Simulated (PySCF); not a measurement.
HAl, charge +1, doublet, geometry from GFN2-xTB (such geometries of metal compounds can be far from the true shape) (a state made from the parent by changing its charge; the spin is typed, not shown lowest). Base run: MP2/def2-SV(P) run with PySCF.

The PySCF input:
```python
from pyscf import gto, scf, mp

mol = gto.M(
    atom='''
Al   -0.000000   -0.000000   -0.111881
H     0.000000    0.000000    1.454449
''',
    basis='def2-sv(p)',
    charge=1,
    spin=1,
    verbose=4,
)

mf = scf.UHF(mol)
mf.kernel()

pt = mp.MP2(mf, frozen=5)
pt.kernel()
print('E(MP2) = %.10f' % pt.e_tot)
```

Variants of this job, named by their change:

```json
[
 {"change": "base", "basis functions": "20", "E (Eh)": "-242.12739", "MP2 correlation (Eh)": "-0.02195", "SCF-reference HOMO (eV)": "-16.87"},
 {"change": "basis = 6-31G", "basis functions": "15", "E (Eh)": "-242.18037", "MP2 correlation (Eh)": "-0.01716", "SCF-reference HOMO (eV)": "-16.93"},
 {"change": "basis = 6-31G*", "basis functions": "20", "E (Eh)": "-242.19439", "MP2 correlation (Eh)": "-0.02202", "SCF-reference HOMO (eV)": "-16.92"},
 {"change": "basis = 6-31G**", "basis functions": "23", "E (Eh)": "-242.20025", "MP2 correlation (Eh)": "-0.02679", "SCF-reference HOMO (eV)": "-16.91"},
 {"change": "basis = pc-1", "basis functions": "23", "E (Eh)": "-242.20373", "MP2 correlation (Eh)": "-0.02681", "SCF-reference HOMO (eV)": "-16.88"},
 {"change": "basis = aug-pcseg-1", "basis functions": "36", "E (Eh)": "-242.19278", "MP2 correlation (Eh)": "-0.02741", "SCF-reference HOMO (eV)": "-16.88"},
 {"change": "basis = 6-311+G(2d,p)", "basis functions": "41", "E (Eh)": "-242.22065", "MP2 correlation (Eh)": "-0.02941", "SCF-reference HOMO (eV)": "-16.92"},
 {"change": "basis = cc-pVTZ", "basis functions": "48", "E (Eh)": "-242.22924", "MP2 correlation (Eh)": "-0.03333", "SCF-reference HOMO (eV)": "-16.91"},
 {"change": "basis = def2-TZVPD", "basis functions": "52", "E (Eh)": "-242.22315", "MP2 correlation (Eh)": "-0.03110", "SCF-reference HOMO (eV)": "-16.91"},
 {"change": "basis = cc-pV(T+d)Z", "basis functions": "53", "E (Eh)": "-242.22983", "MP2 correlation (Eh)": "-0.03334", "SCF-reference HOMO (eV)": "-16.90"},
 {"change": "basis = aug-cc-pVTZ", "basis functions": "73", "E (Eh)": "-242.22994", "MP2 correlation (Eh)": "-0.03385", "SCF-reference HOMO (eV)": "-16.91"},
 {"change": "basis = cc-pVQZ", "basis functions": "89", "E (Eh)": "-242.23364", "MP2 correlation (Eh)": "-0.03557", "SCF-reference HOMO (eV)": "-16.92"},
 {"change": "basis = def2-QZVPP", "basis functions": "100", "E (Eh)": "-242.23444", "MP2 correlation (Eh)": "-0.03575", "SCF-reference HOMO (eV)": "-16.92"}
]
```

Totals compare only among sets that treat the same electrons; sets with core potentials leave the core out.

Open shells are given as the SCF converged; they aren't shown to be the lowest states, and a large step between rows can be another state.
